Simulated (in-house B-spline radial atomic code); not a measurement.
# Ca4+: [Ne] 3s1 3p4 3d1 (an excited or competing configuration)

Computed with a radial B-spline atomic code at the basis-set limit: non-relativistic CAM-B3LYP, spin-polarised, spherical fractional occupations, point nucleus.

Screening seen three ways: the hydrogenic charge with the same mean radius, Z_r = [3n² - l(l+1)]/(2<r>), the one with the same energy, Z_e = n√(-2ε), and Slater's rules. Values are occupation-weighted means over spin.

```json
{"shell": "1s", "electrons": "2", "ε (eV)": "-4021.9", "<r> (bohr)": "0.07734", "Z_r": "19.39", "Z_e": "17.19", "Slater": "19.70"}
{"shell": "2s", "electrons": "2", "ε (eV)": "-481.73", "<r> (bohr)": "0.3655", "Z_r": "16.42", "Z_e": "11.90", "Slater": "15.85"}
{"shell": "2p", "electrons": "6", "ε (eV)": "-404.26", "<r> (bohr)": "0.3271", "Z_r": "15.29", "Z_e": "10.90", "Slater": "15.85"}
{"shell": "3s", "electrons": "1", "ε (eV)": "-106.09", "<r> (bohr)": "1.093", "Z_r": "12.35", "Z_e": "8.38", "Slater": "9.80"}
{"shell": "3p", "electrons": "4", "ε (eV)": "-82.126", "<r> (bohr)": "1.156", "Z_r": "10.81", "Z_e": "7.37", "Slater": "9.80"}
{"shell": "3d", "electrons": "1", "ε (eV)": "-48.587", "<r> (bohr)": "1.283", "Z_r": "8.18", "Z_e": "5.67", "Slater": "5.00"}
```

The least bound orbital is 3d up at -48.59 eV, and it is also the most diffuse (<r> = 1.283 bohr).

Caution: exact exchange at fractional occupations of open shells leaves self-interaction of up to several eV.
